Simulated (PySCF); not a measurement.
P⁵⁺: ionisation energy

P⁵⁺ [Ne] → P⁶⁺ [He] 2s2 2p5 [2p1/2^2 2p3/2^3, M_J = 3/2], as a difference of total energies. All numbers are calculated (PySCF 2.14, the two-component X2C-1e Hamiltonian, in an uncontracted even-tempered set (19 s from 0.45 bohr⁻², ratio 2.4; 12 p from 0.58 bohr⁻², ratio 2.4; 5 d from 5.3 bohr⁻², ratio 2.6; 5 f from 7.9 bohr⁻², ratio 2.6)). Correlated levels: nothing frozen; the 30 highest virtual spinors dropped. "Screened" scales the spin-orbit matrix elements by Boettger's factors to mimic the two-electron term; Breit and QED terms are absent.

```
                    method  ionisation energy (eV)
           GHF (spin-free)                  219.13
          GMP2 (spin-free)                  220.60
 GHF (screened spin-orbit)                  218.81
GMP2 (screened spin-orbit)                  220.28
```

Problem. How much does correlation contribute at GMP2 (screened spin-orbit)?

Solution. 220.28 − (218.81) = 1.47 eV, measured against GHF (screened spin-orbit).

For comparison: 220.43 eV (semi-empirical (NIST evaluation); NIST Atomic Spectra Database, ionization energies).
